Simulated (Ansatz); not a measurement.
C2H4BrNO (`C/N=C(/O)Br`). The species carries charge 0 and has multiplicity 1. The geometry is a stationary point of PBE0-D4/def2-TZVP. It is one conformer, not always the lowest.

```xyz
9

C    -0.775    0.197    1.083
N    -0.488    0.156   -0.326
C     0.625   -0.162   -0.776
O     0.928   -0.211   -2.073
Br    2.160   -0.652    0.255
H    -0.631   -0.783    1.549
H    -1.812    0.499    1.227
H    -0.129    0.912    1.602
H     0.121    0.044   -2.543
```

**Question.** What is the dipole moment at r2SCAN/def2-TZVPP? (Best estimate.)

**Answer.** Ansatz gave: 1.27 D, with components (-1.22, 0.36, 0.01) D in this frame, pointing from negative to positive charge.

**Question.** And with PBE, B3LYP, ωB97M-V? (Best estimate.)

**Answer.** Ansatz gave: PBE 1.22 D, B3LYP 1.17 D, ωB97M-V 1.11 D.

**Question.** Give the Mulliken charges with r2SCAN, PBE, B3LYP in def2-TZVPP. (Best estimate.)

**Answer.** Computed: 
```json
{"atom": "C1", "r2SCAN": "-0.02", "PBE": "-0.17", "B3LYP": "-0.16"}
{"atom": "N2", "r2SCAN": "-0.29", "PBE": "-0.19", "B3LYP": "-0.23"}
{"atom": "C3", "r2SCAN": "0.24", "PBE": "0.12", "B3LYP": "0.17"}
{"atom": "O4", "r2SCAN": "-0.26", "PBE": "-0.20", "B3LYP": "-0.24"}
{"atom": "Br5", "r2SCAN": "-0.09", "PBE": "-0.09", "B3LYP": "-0.08"}
{"atom": "H6", "r2SCAN": "0.07", "PBE": "0.11", "B3LYP": "0.11"}
{"atom": "H7", "r2SCAN": "0.06", "PBE": "0.10", "B3LYP": "0.11"}
{"atom": "H8", "r2SCAN": "0.07", "PBE": "0.11", "B3LYP": "0.11"}
{"atom": "H9", "r2SCAN": "0.23", "PBE": "0.21", "B3LYP": "0.21"}
```

B3LYP here is the variant with VWN-RPA as its local correlation; programs differ in this.
